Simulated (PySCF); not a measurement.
Isomers of C4H4. All species are isolated molecules in the gas phase. Strings in code marks are SMILES.

These are PySCF with B3LYP-D3(BJ)/def2-TZVP values and carry that method's errors. B3LYP has the VWN-RPA correlation part, as in Gaussian. 

```json
[
 {"species": "`C#CC=C`", "dipole moment (D)": "0.42", "HOMO (eV)": "-6.98", "HOMO–LUMO gap (eV)": "5.78"},
 {"species": "`C=C=C=C`", "dipole moment (D)": "0.00", "HOMO (eV)": "-6.88", "HOMO–LUMO gap (eV)": "5.07"},
 {"species": "`C1=CC=C1`", "dipole moment (D)": "0.00", "HOMO (eV)": "-5.40", "HOMO–LUMO gap (eV)": "3.60"},
 {"species": "`C1C(C=1)=C`", "dipole moment (D)": "2.13", "HOMO (eV)": "-5.79", "HOMO–LUMO gap (eV)": "4.98"}
]
```
